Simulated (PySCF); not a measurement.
Species: methyltrichlorosilane, CH3Cl3Si.
Numbering: `[CH3:1][Si:2]([Cl:3])([Cl:4])[Cl:5]` (hydrogens: H6, H7, H8 on C1)

The calculation used EOM-IP-CCSD/aug-cc-pVDZ in PySCF, restricted Hartree–Fock reference, frozen core, non-relativistic, gas phase, PBE0-D3(BJ)/def2-SVP geometry.

The vertical ionisation energies are 11.56, 11.63, 11.90 (×2), 12.62 (×2) eV (×n: degenerate).

Task: Which Hartree–Fock orbital leads each hole, and what is its Koopmans value −ε?

Result: 
```tsv
leading hole (HF orbital)	Koopmans (eV)	EOM-IP-CCSD (eV)	change (eV)	one-hole share
HOMO	12.52	11.56	-0.96	0.95
HOMO-1	12.58	11.63	-0.95	0.95
HOMO-2/HOMO-3	12.85	11.90	-0.95	0.95
HOMO-4/HOMO-5	13.60	12.62	-0.98	0.95
```

Task: Does the order of the lines follow the orbital energies?

Result: Yes, no two lines change places. The corrections run from -0.98 to -0.95 eV, with a mean of -0.96 eV over the 4 lines; no line lies above its Koopmans value.

Task: At what kinetic energies would He II light (40.81 eV) eject these electrons?

Result: 29.25 eV (HOMO), 29.18 eV (HOMO-1), 28.91 eV (HOMO-2/HOMO-3), 28.19 eV (HOMO-4/HOMO-5).

Task: What total energy has the lowest final state, and which wavelength reaches it?

Result: E(CCSD) + ionisation energy = -1707.98248 + 0.42486 = -1707.55762 Eh, at the geometry of the initial state. The threshold wavelength is 1239.84 eV nm/11.56 eV = 107.3 nm.

Lines less than 0.15 eV apart could change places at a higher level. One root was sought for each valence orbital with −ε under 21 eV, eight at most, so deeper holes and satellites are missing; no vibrational structure.
